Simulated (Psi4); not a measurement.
Pair of molecules, SMILES C#N with SMILES Br (the first has 3 atoms); geometry from B3LYP-D3(BJ)/def2-TZVP, rigid monomers moved along the line of their centres of mass till N2···H5 is 1.89 Å.
(charge 0, multiplicity 1):
```xyz
5

C     -0.4398    -0.0843    -0.4579
N     -0.2634    -0.2141     0.6651
H     -0.6044     0.0368    -1.5054
Br     0.2498    -0.5913     3.9247
H      0.0278    -0.4277     2.5160
```

Calculation: Psi4 with SAPT0/aug-cc-pVDZ.

Which attractive term is largest, and how does the interaction split up?

electrostatics -9.80, exchange 14.38, induction -5.05, dispersion -3.82, total -4.29 kcal/mol; the largest attraction is electrostatics.
